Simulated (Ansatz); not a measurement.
This geometry of AlH3LiNO (7 atoms, charge 0, multiplicity 1) is a first-order saddle point.

Computed with Ansatz, RKS PBE0-D4/def2-SVP.

```xyz
7
Properties=species:S:1:pos:R:3
Li -1.352 -2.492 -1.536
O -0.718 -1.118 -0.971
Al -0.082 0.357 -0.486
N 0.654 0.695 1.136
H -0.114 1.580 -1.511
H 0.072 0.708 1.970
H 1.539 0.270 1.398
```

Q: Which two structures does it join? (They come from a converged band through this point; their orientation in space is the band's.)

A: No bond is made or broken.  The two ends are copies of one structure, up to a mirror image or an exchange of like atoms.

First end point:

```xyz
7
Properties=species:S:1:pos:R:3
Li -1.559 -2.491 -1.483
O -0.840 -1.163 -0.917
Al -0.142 0.295 -0.464
N 0.722 0.527 1.079
H -0.190 1.606 -1.374
H 1.146 1.402 1.366
H 0.862 -0.177 1.794
```

Last end point:

```xyz
7
Properties=species:S:1:pos:R:3
Li -1.551 -2.498 -1.468
O -0.846 -1.154 -0.925
Al -0.144 0.301 -0.468
N 0.719 0.524 1.078
H -0.183 1.615 -1.375
H 0.856 -0.183 1.791
H 1.149 1.395 1.367
```

Q: How far does it lie above each of them?

A: 33.7 kJ/mol above the first and 33.7 kJ/mol above the second. This is the barrier of this one path; another mechanism may lie lower.

Run time: 4.2 min on 1 thread of Arm Neoverse V1, with other jobs on the host, peak memory 0.14 GiB.
